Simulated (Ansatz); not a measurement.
Cartesian coordinates in Å:
```
C 0.183 0.466 0.992
B 0.058 -0.393 -0.310
O 0.635 -1.623 -0.350
S -0.833 0.192 -1.797
H 0.716 1.400 0.792
H -0.801 0.747 1.378
H 0.719 -0.074 1.775
H 0.526 -2.097 -1.178
H -1.203 1.382 -1.301
```

Total charge 0; spin multiplicity 1.

List the ωB97M-V/def2-TZVPP orbital energies in eV (Ansatz 0.2.0). (Estimate.)

Computed: Occupied: -2426.62, -526.70, -280.72, -220.65, -188.88, -163.76, -163.66, -163.60, -31.72, -23.43, -22.18, -18.41, -15.54, -14.12, -14.00, -13.20, -12.81, -12.79, -10.86, -9.86. Lowest empty: 1.77, 2.47, 2.73, 3.34, 4.22, 4.27, 4.57, 5.13.
